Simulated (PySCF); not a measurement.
C2H9GeNS.
Numbering: `[CH3:1][NH:2][GeH2:3][S:4][CH3:5]` (hydrogens: H6, H7, H8 on C1; H9 on N2; H10, H11 on Ge3; H12, H13, H14 on C5)

Structure used (PBE0-D3(BJ)/def2-SVP), in Å, numbered top down from 1:
```xyz
14
C2H9GeNS angstrom
C     -1.6748    1.0684   -0.1697
N     -0.9065    0.3096    0.7882
Ge    -0.3149   -1.3807    0.4221
S      1.1301   -1.2056   -1.2526
C      2.2249    0.0735   -0.5567
H     -1.2612    0.9048   -1.1779
H     -2.7517    0.8083   -0.2092
H     -1.6015    2.1505    0.0325
H     -1.1577    0.4829    1.7558
H     -1.3870   -2.3599   -0.1069
H      0.3250   -1.8804    1.7316
H      1.6336    0.8333   -0.0258
H      2.9664   -0.3655    0.1261
H      2.7491    0.5470   -1.3979
```

Method used: core-valence-separated Tamm–Dancoff BHandHLYP/aug-pcX-1 (pcseg-1 on H, def2-SVPD on Ge, def2-SVPD on S) in PySCF, non-relativistic, gas phase, PBE0-D3(BJ)/def2-SVP geometry.

Computed carbon K-edge spectrum, Gaussian lines of 0.5 eV full width, highest printed point 100; it ends one width below the last computed root. No empirical shift is added; at this level the pattern usually sits a few eV under experiment.

```
photon energy (eV)  absorption
             284.5           0
             284.6           1
             284.7           4
             284.8          10
             284.9          21
             285.0          33
             285.1          43
             285.2          44
             285.3          37
             285.4          25
             285.5          14
             285.6           7
             285.7           6
             285.8          10
             285.9          16
             286.0          22
             286.1          26
             286.2          26
             286.3          24
             286.4          23
             286.5          28
             286.6          43
             286.7          64
             286.8          85
             286.9          99
             287.0         100
             287.1          88
             287.2          67
             287.3          44
```

Where are the maxima, and which lines make them up?

3 maxima:
- 285.2 eV: C5 (S-methyl carbon), 285.17 eV, f = 0.045, 100 % of the height at the exact maximum
- 286.2 eV: C5 (S-methyl carbon), 286.23 eV, f = 0.016, 59 % of the height at the exact maximum; C1 (N-methyl carbon), 286.03 eV, f = 0.013, 39 % of the height at the exact maximum
- 287.0 eV: C1 (N-methyl carbon), 287.04 eV, f = 0.031, 29 % of the height at the exact maximum; C5 (S-methyl carbon), 286.89 eV, f = 0.029, 28 % of the height at the exact maximum; C1 (N-methyl carbon), 286.79 eV, f = 0.030, 22 % of the height at the exact maximum; C5 (S-methyl carbon), 287.12 eV, f = 0.025, 18 % of the height at the exact maximum

Further lines of some strength in the range: C5, 287.27 eV, f = 0.005.

Roots within 0.03 eV on the same or equivalent atoms count as one line; shares under 12 % aren't listed.

Vibrational structure and lifetime widths aren't in the curve. The ionisation threshold wasn't computed; near and above it a finite basis only mimics Rydberg series and continuum. Relativistic effects, spin–orbit coupling among them, are left out although an element past zinc is present.

One conformer stands for the species.
